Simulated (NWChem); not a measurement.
System: Si$_{3}$H$_{6}$O; SMILES [SiH2]1[SiH2]O[SiH2]1

Excerpt of the output:

```
             Northwest Computational Chemistry Package (NWChem) 7.3.0
             --------------------------------------------------------

 C2V symmetry detected

                             Geometry "geometry" -> ""
                             -------------------------

 Output coordinates in angstroms (scale by  1.889725989 to convert to a.u.)

  No.       Tag          Charge          X              Y              Z
 ---- ---------------- ---------- -------------- -------------- --------------
    1 O                    8.0000     0.00000000     0.00000000     1.40697254
    2 Si                  14.0000     1.38052200     0.00000000     0.42057053
    3 Si                  14.0000     0.00000000     0.00000000    -1.49915927
    4 Si                  14.0000    -1.38052200     0.00000000     0.42057053
    5 H                    1.0000     2.21483300    -1.21430789     0.66563449
    6 H                    1.0000     2.21483300     1.21430789     0.66563449
    7 H                    1.0000     0.00000000     1.22651868    -2.35303169
    8 H                    1.0000     0.00000000    -1.22651868    -2.35303169
    9 H                    1.0000    -2.21483300    -1.21430789     0.66563449
   10 H                    1.0000    -2.21483300     1.21430789     0.66563449

 Effective nuclear repulsion energy (a.u.)     281.6109197880

      Symmetry information
      --------------------

 Group name             C2v
 Group number             16
 Group order               4
 No. of unique centers     5

  pbe96 is a nonlocal functional; adding pw91lda local functional.

                                 NWChem DFT Module
                                 -----------------

 Summary of "ao basis" -> "ao basis" (spherical)
 ------------------------------------------------------------------------------
       Tag                 Description            Shells   Functions and Types
 ---------------- ------------------------------  ------  ---------------------
 O                          def2-svp                 6       14   3s2p1d
 Si                         def2-svp                 8       18   4s3p1d
 H                          def2-svp                 3        5   2s1p

      Symmetry analysis of basis
      --------------------------

        a1         38
        a2         13
        b1         26
        b2         21

            General Information
            -------------------
          SCF calculation type: DFT
          Wavefunction type:  closed shell.
          No. of atoms     :    10
          No. of electrons :    56
           Alpha electrons :    28
            Beta electrons :    28
          Charge           :     0
          Spin multiplicity:     1
          Use of symmetry is: on ; symmetry adaption is: on
          Maximum number of iterations: 150
          AO basis - number of functions:    98
                     number of shells:    48
          Convergence on energy requested:  1.00D-06
          Convergence on density requested:  1.00D-05
          Convergence on gradient requested:  5.00D-04

              XC Information
              --------------
          PerdewBurkeErnzerhof Exchange Functional  1.000
            Perdew 1991 LDA Correlation Functional  1.000 local
           PerdewBurkeErnz. Correlation Functional  1.000 non-local

             Grid Information
             ----------------
          Grid used for XC integration:  medium
          Radial quadrature: Mura-Knowles
          Angular quadrature: Lebedev.
          Tag              B.-S. Rad. Rad. Pts. Rad. Cut. Ang. Pts.
          ---              ---------- --------- --------- ---------
          O                   0.60       49          11.0       434
          Si                  1.10       88          10.0       590
          H                   0.35       45          12.0       434
          Grid pruning is: on
          Number of quadrature shells:   315
          Spatial weights used:  Erf1

      Superposition of Atomic Density Guess
      -------------------------------------

 Sum of atomic energies:        -943.90246093

      Non-variational initial energy
      ------------------------------

 Total energy =    -945.302708
 1-e energy   =   -1868.678280
 2-e energy   =     641.764653
 HOMO         =      -0.259782
 LUMO         =       0.007490

      Symmetry analysis of molecular orbitals - initial
      -------------------------------------------------

  Numbering of irreducible representations:

     1 a1          2 a2          3 b1          4 b2

  Orbital symmetries:

     1 a1          2 a1          3 b1          4 a1          5 a1
     6 a1          7 b1          8 a1          9 b2         10 a1
    11 b1         12 b2         13 a2         14 b1         15 a1
    16 b1         17 a1         18 a1         19 b1         20 a1
    21 a1         22 b2         23 b1         24 b2         25 a2
    26 b2         27 a1         28 b1         29 a1         30 b2
    31 b1         32 a1         33 a1         34 b1         35 b1
    36 a1         37 a2         38 b2

     ---------------------------------------------
      Total Density - Mulliken Population Analysis
     ---------------------------------------------

    Atom       Charge   Shell Charges
 -----------   ------   -------------------------------------------------------
    1 O    8     8.98   1.99  1.11  0.70  3.12  2.05  0.01
    2 Si  14    13.33   2.00  1.99  0.98  0.27  5.93  1.01  0.95  0.18
    3 Si  14    13.97   2.00  1.99  1.04  0.32  5.94  1.17  1.43  0.08
    4 Si  14    13.33   2.00  1.99  0.98  0.27  5.93  1.01  0.95  0.18
    5 H    1     1.08   0.70  0.38  0.01
    6 H    1     1.08   0.70  0.38  0.01
    7 H    1     1.03   0.68  0.34  0.01
    8 H    1     1.03   0.68  0.34  0.01
    9 H    1     1.08   0.70  0.38  0.01
   10 H    1     1.08   0.70  0.38  0.01

[...]
```

Level: PBE/def2-SVP. All runs use the structure optimised with PBE0/def2-SVP.

Question: Which NWChem input produces such a log?

Answer: One answer among several that fit: the input that was run:
```
start job
memory heap 200 mb stack 900 mb global 1100 mb
geometry units angstroms noautoz
  O     -0.177374     1.403316     0.000000
  Si    -0.117382     0.418740     1.380522
  Si    -0.000347    -1.497419     0.000000
  Si    -0.117382     0.418740    -1.380522
  H     -1.344366     0.589332     2.214783
  H      1.079734     0.737365     2.214883
  H      1.275901    -2.274952     0.000000
  H     -1.172576    -2.424460     0.000000
  H     -1.344366     0.589332    -2.214783
  H      1.079734     0.737365    -2.214883
end
basis spherical
  * library def2-svp
end
dft
  xc xpbe96 cpbe96
  iterations 150
  mulliken
end
task dft energy
```
